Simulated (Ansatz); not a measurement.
Ba2S2⁺: single points at one geometry.

```yaml
crystal:
  periodic: [false, false, false]
  atoms:
    - {symbol: Ba, position_ang: [-1.756284, -1.329136, -0.544094]}
    - {symbol: Ba, position_ang: [0.238810, 2.162249, 0.644098]}
    - {symbol: S, position_ang: [0.663154, -0.715179, 0.987752]}
    - {symbol: S, position_ang: [0.854319, -0.117934, -1.087746]}
basis:
  gaussian: {orbitals: def2-TZVP, initial_orbitals: start.molden}
total_charge: 1
magnetization: {spin_polarized: true, initial_magnetization: 1}
hamiltonian: {xc: pbe0, dispersion: d4}
scf: {omitted_lower_state_checks: [starts]}
output: {orbitals: {seedname: orbitals}}
```

The file start.molden holds the orbitals of an earlier run on this structure, at another level or in another basis.

```sh
$ ansatz run in.yaml --threads 4 --pin off --events-out ev --progress --plain --max-ram 3916MiB
```

Output, abridged:

```
Functional definition: PBE0
1134 factors; their error is unknown
mean field evaluation 1: about -23034.8457 eV, gradient 1.4e2 eV
mean field evaluation 2: about -23042.5598 eV, gradient 1.4e1 eV
mean field evaluation 4: about -23048.3475 eV, gradient 3.6e0 eV
mean field evaluation 8: about -23050.0529 eV, gradient 8.6e-1 eV
mean field -23050.11756696 eV, -847.0761966548 hartree, gradient 1.2e-5 eV, S^2 0.750661; 0 other end points of the search recorded, 0 dependent functions left out
reference -23050.11763399 eV, -847.0761991183 hartree; 26, 25 occupied and 128, 129 virtual orbitals, 1134 factors
Total energy: -23050.26168427 eV, -847.0814928686 hartree
Checks for a lower state left out: starts
```

Hardware: 4 threads of Intel Xeon on a shared host. Wall time 10 s.

First input, but with `gaussian: {orbitals: def2-TZVPP, initial_orbitals: start.molden}`, `correlation: {method: ccsd_t}`, `scf: {omitted_lower_state_checks: [starts, cluster_reference]}` and without the key `hamiltonian` (abridged; 2.4 min):

```
Functional definition: HF
mean field -23002.11914221 eV, -845.3122870800 hartree, gradient 1.5e-6 eV, S^2 0.751009
10 core orbitals not correlated: weight in the atoms' cores, before any rotation towards them, 1.000 or more for the frozen orbitals, at most 0.000 for the correlated occupied ones
second order -17.85888264 eV of doubles, -0.00000000 eV of singles
cycle   1  -18.53586594 eV  change   -6.8e-1 eV  update   1.1e-1
cycle   2  -19.00872207 eV  change   -4.7e-1 eV  update   3.6e-2
cycle   3  -19.13082378 eV  change   -1.2e-1 eV  update   2.1e-2
cycle   4  -19.12249270 eV  change    8.3e-3 eV  update   9.1e-3
cycle   5  -19.11281489 eV  change    9.7e-3 eV  update   4.4e-3
cycle   6  -19.11226879 eV  change    5.5e-4 eV  update   1.7e-3
cycle   7  -19.11236176 eV  change   -9.3e-5 eV  update   8.0e-4
cycle   8  -19.11261069 eV  change   -2.5e-4 eV  update   3.7e-4
cycle   9  -19.11269357 eV  change   -8.3e-5 eV  update   1.8e-4
cycle  10  -19.11259620 eV  change    9.7e-5 eV  update   7.2e-5
cycle  11  -19.11259532 eV  change    8.8e-7 eV  update   3.1e-5
perturbative correction -0.88087397 eV, -0.0323715213 hartree
Total energy: -23022.11261150 eV, -846.0470335243 hartree
Checks for a lower state left out: starts, cluster_reference
```

The first input with `hamiltonian: {xc: {name: wB97M-V}}` (abridged; 21 s):

```
Functional definition: wB97M-V
mean field -23052.45844938 eV, -847.1622224972 hartree, gradient 4.3e-5 eV, S^2 0.750278
Total energy: -23052.45853104 eV, -847.1622254981 hartree
Checks for a lower state left out: starts
```

As the first input, with `hamiltonian: {xc: pbe, dispersion: d4}`, `output: {forces: true, orbitals: {seedname: orbitals}}` (abridged; 6 s):

```
Functional definition: PBE
mean field -23049.52719085 eV, -847.0545007329 hartree, gradient 1.9e-5 eV, S^2 0.750773
Total energy: -23049.69692399 eV, -847.0607383110 hartree
Atom 0 force     0.275642     0.121299     0.060118 eV/Å
Atom 1 force     0.038504    -0.293803    -0.080902 eV/Å
Atom 2 force    -0.105354     0.247511    -0.549385 eV/Å
Atom 3 force    -0.208793    -0.075006     0.570169 eV/Å
Dipole moment:    -1.056447     0.580000     0.069622 e Å
Checks for a lower state left out: starts
```

As the first input, with `hamiltonian: {xc: hse06, dispersion: d4}` (abridged; 7 s):

```
Functional definition: HSE06
mean field -23049.67486920 eV, -847.0599278125 hartree, gradient 1.3e-5 eV, S^2 0.750674
Total energy: -23049.81705171 eV, -847.0651529232 hartree
Checks for a lower state left out: starts
```

The first input with `hamiltonian: {xc: r2scan, dispersion: d4}` (abridged; 11 s):

```
Functional definition: r2SCAN
mean field -23056.92310719 eV, -847.3262956455 hartree, gradient 2.8e-5 eV, S^2 0.751256
Total energy: -23056.95146777 eV, -847.3273378777 hartree
Checks for a lower state left out: starts
```

Geometry: PBE-D4/def2-SVP.

In the def2 sets Ba takes a core potential; there is no spin–orbit coupling. HSE06 is defined as in plane-wave codes, on full-range PBE exchange. Correlated methods freeze 10 core orbitals; core or outer-core shells of Ba are correlated, in sets that lack core-valence functions. Another isomer (doublet) lies 0.63 eV lower at PBE0-D4/def2-TZVP; other spin states weren't run for this one.
